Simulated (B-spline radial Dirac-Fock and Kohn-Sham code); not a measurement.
## Energy-loss ionisation edge O2 of Tm

System: the Tm atom, configuration [Xe] 4f13 6s2. Model: the first Born approximation with generalised oscillator strengths from a Dirac-Hartree-Slater potential (longitudinal and transverse terms; continuum final states only, so no white lines or fine structure). Program: an atomic code on a B-spline grid. The edge is taken at 34.92 eV (orbital energy of the model).

Partial cross sections σ(β, Δ) in barn, integrated over a window Δ above the edge and up to the collection semi-angle β, for parallel illumination:

```csv
E₀ (kV),β (mrad),Δ = 25 eV,Δ = 50 eV,Δ = 100 eV,Δ = 200 eV,Δ = 300 eV
60,5,135000,147000,150000,151000,151000
60,100,218000,258000,283000,296000,300000
80,50,177000,209000,228000,238000,240000
80,100,177000,209000,229000,239000,243000
100,5,107000,117000,119000,120000,120000
100,10,132000,147000,151000,152000,153000
100,100,152000,179000,196000,205000,208000
120,5,98700,108000,111000,111000,111000
120,50,135000,159000,174000,181000,184000
120,100,135000,159000,174000,182000,184000
200,20,?,?,?,?,?
200,50,101000,118000,129000,134000,136000
300,20,83900,97900,106000,110000,110000
300,50,84000,98100,107000,111000,113000
```

Problem. Give the row for 200 kV and 20 mrad.

Solution. 101000 b for 25 eV, 117000 b for 50 eV, 127000 b for 100 eV, 130000 b for 200 eV, 130000 b for 300 eV.

Values without a named source are computed, but for edge energies of neutral atoms, which are taken from tables.
